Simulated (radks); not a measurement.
Results of a calculation; reference values are marked as such.
The bismuth anion Bi3-, [Rn], held by a Watson sphere: a shell of charge +3 at radius R that stands for the Madelung well of a crystal (potential energy -3/R inside, -3/r outside, in hartree with lengths in bohr). Code: a radial shooting solver on a logarithmic mesh with Libxc functionals. Model: scalar-relativistic Kohn-Sham, r2SCAN, spin-polarised, spherical densities, finite nucleus; meta-GGA in the generalised Kohn-Sham scheme; Fermi nuclear charge, rms radius of each element as measured or else 0.836 A^(1/3) + 0.57 fm.

| R (bohr) | e(5d) (eV) | e(6s) (eV) | e(6p) (eV) | <r> 6p (bohr) | sum of <r^2> (bohr^2) | X-ray form factor at sin(theta)/lambda = 0.1 1/angstrom |
|---|---|---|---|---|---|---|
| 2.92 | -27.204 | -16.111 | -6.635 | 2.981 | 105.3 | 79.737 |
| 3.32 | -26.372 | -15.014 | -6.008 | 3.143 | 112.6 | 79.489 |
| 4.54 | -25.078 | -12.894 | -4.343 | 3.620 | 136.8 | 78.888 |
| 4.78 | -24.928 | -12.633 | -4.079 | 3.710 | 141.8 | 78.799 |
| 4.83 | -24.900 | -12.584 | -4.026 | 3.728 | 142.9 | 78.781 |
| 5.35 | -24.644 | -12.148 | -3.530 | 3.916 | 154.3 | 78.623 |
| 5.69 | -24.511 | -11.927 | -3.250 | 4.035 | 162.1 | 78.541 |
